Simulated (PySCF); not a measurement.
# One molecule, several mistakes: BCGeH7N

All numbers below are calculated, not measured. They come from PySCF 2.14.0, an open-source quantum chemistry program, on an isolated molecule that a program drew, which may never have been made. The molecule is BCGeH7N (charge 0, doublet), drawn as the SMILES string `NB[CH][GeH3]`.

Each row is a Hartree-Fock (HF) and frozen-core CCSD(T) single point in the cc-pVDZ basis, meant for a local HF minimum. Run 1 is clean. Each other run has one planted mistake out of seven kinds, and not every kind appears here: one electron removed, one electron added, multiplicity raised by two, geometry at a saddle point, minimal basis STO-3G, one bond length entered in bohr, all coordinates scaled. The reference is restricted for singlets and unrestricted otherwise, and also for a bond in bohr. Adding or removing an electron swaps singlet and doublet. Electrons count all cores. HOMO and LUMO are orbital energies over both spins, the gradient is its largest component, and the lowest frequency (negative if imaginary) is given only where the gradient is small. Bond lengths are over the 10 bonds as drawn. T1 is the CCSD diagnostic: over 0.02 (restricted) or 0.045 (unrestricted) a single reference is doubtful. Germanium has the cc-pVDZ-PP basis, with a core potential (ECP10MDF) in place of its 10 inner electrons, and its 3s, 3p and 3d shells are frozen in CCSD(T).

Geometry of the clean run:
```xyz
11
BCGeH7N, angstrom
N    -2.2541   -1.6599   -0.9536
B    -1.5811   -0.7037   -0.1903
C    -0.1504   -0.2094   -0.5821
Ge    0.9096    1.1168    0.3666
H    -3.1674   -1.9904   -0.7235
H    -1.8714   -2.0764   -1.7772
H    -2.1408   -0.2702    0.7839
H     0.3255   -0.6296   -1.4699
H     2.2396    0.5045    0.8314
H     0.1499    1.6383    1.5900
H     1.2359    2.2998   -0.5573
```

| run | electrons | basis functions | <S^2> | HOMO (eV) | LUMO (eV) | gradient (hartree/bohr) | lowest frequency (cm^-1) | mean bond (Å) | longest bond (Å) | T1 | HF (hartree) | CCSD(T) (hartree) | mistake |
|---|---|---|---|---|---|---|---|---|---|---|---|---|---|
| 1 | 57 | 100 | 0.763 | -9.87 | 1.79 | 3.0e-05 | 47 | 1.3802 | 1.945 | 0.0160 | -414.46419 | -415.00584 | no fault |
| 2 | 57 | 100 | 0.764 | -9.89 | 1.77 | 1.7e-02 | - | 1.4064 | 1.982 | 0.0165 | -414.46064 | -415.00556 | all coordinates scaled |
| 3 | 56 | 100 | 0.000 | -17.06 | -6.57 | 6.1e-02 | - | 1.3802 | 1.945 | 0.0330 | -414.16210 | -414.69991 | one electron removed |
| 4 | 58 | 100 | 0.000 | -1.17 | 9.26 | 7.5e-02 | - | 1.3802 | 1.945 | 0.0131 | -414.44282 | -415.02612 | ? |
| 5 | 57 | 100 | 3.766 | -2.38 | -1.42 | 7.1e-02 | - | 1.3802 | 1.945 | 0.0174 | -414.19705 | -414.70590 | ? |

**Which mistake was planted in run 4, and what did it cost?**

It counts 58 electrons, one more than the clean run, at the same geometry and basis. So the mistake is: one electron added. Subtracting run 1 and multiplying by 627.51 kcal/mol a hartree, the energy moved by 13.4 kcal/mol in HF and -12.7 kcal/mol in CCSD(T).

**Which mistake was planted in run 5, and what did it cost?**

Electrons, basis and geometry are unchanged, and <S^2> is 3.766, beside S(S+1) = 3.75 for a multiplicity of 4. So the mistake is: multiplicity raised by two. Subtracting run 1 and multiplying by 627.51 kcal/mol a hartree, the energy moved by 167.6 kcal/mol in HF and 188.2 kcal/mol in CCSD(T).

Cautions from the logs. Run 3: T1 is over the limit, so its CCSD(T) energy is less reliable.
